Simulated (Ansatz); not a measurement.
Ansatz (an electronic-structure program) input (RI-MP2/cc-pV(Q+d)Z):
A basis named .json is the Basis Set Exchange file of that set.

Ansatz 0.2 input:
```yaml
crystal:
  periodic: [false, false, false]
  atoms:
    - {symbol: Si, position_ang: [0.09545344, -0.03361010, 0.41868837]}
    - {symbol: C, position_ang: [1.65925391, -0.34210545, -0.58959849]}
    - {symbol: C, position_ang: [-1.21685155, -1.31791835, -0.01223117]}
    - {symbol: C, position_ang: [-0.56120925, 1.70185687, 0.08070580]}
    - {symbol: H, position_ang: [2.43683958, 0.38574861, -0.35158225]}
    - {symbol: H, position_ang: [2.06230117, -1.33931062, -0.40467288]}
    - {symbol: H, position_ang: [1.44043222, -0.26164366, -1.66029999]}
    - {symbol: H, position_ang: [-0.86156156, -2.33132673, 0.18228153]}
    - {symbol: H, position_ang: [-1.47620752, -1.25120914, -1.07479556]}
    - {symbol: H, position_ang: [-2.13001043, -1.16370470, 0.56519566]}
    - {symbol: H, position_ang: [-0.81132495, 1.81112516, -0.98054879]}
    - {symbol: H, position_ang: [-1.46348129, 1.90621339, 0.65967583]}
    - {symbol: H, position_ang: [0.17950598, 2.46365059, 0.32985233]}
basis:
  gaussian:
    orbitals: cc-pV_Q+d_Z.json
    fitting: {mean_field: def2-universal-jkfit, correlation: cc-pVQZ-RIFIT.json}
magnetization: {spin_polarized: true, initial_magnetization: 1}
correlation: {method: mp2, electrons: outside_noble_gas}
```

End of the output:

```
integrals: 1.00 GiB planned
515 factors; integrals over basis functions are off by at most 4.0e0 eV
1.00 GiB of device memory are held for the factors and their scratch space
mean field: 2.30 GiB planned
mean field evaluation 1: about -11093.0717 eV, gradient 2.9e1 eV
mean field evaluation 2: about -11096.9734 eV, gradient 1.1e1 eV
mean field evaluation 4: about -11097.7572 eV, gradient 5.3e-1 eV
mean field evaluation 8: about -11097.7630 eV, gradient 1.9e-6 eV
mean field -11097.76297584 eV, -407.8352670282 hartree, gradient 1.9e-6 eV, S^2 0.753189; 0 other end points of the search recorded, 0 dependent functions left out
8 core orbitals not correlated
1049 factors; their error is unknown
reference -11097.76297584 eV, -407.8352670282 hartree; 13, 12 occupied and 478, 479 virtual orbitals, 1049 factors
second order -18.64300170 eV of doubles, -0.00000000 eV of singles
Total energy: -11116.40597754 eV, -408.5203847041 hartree
```

It need not be the lowest isomer of its formula.
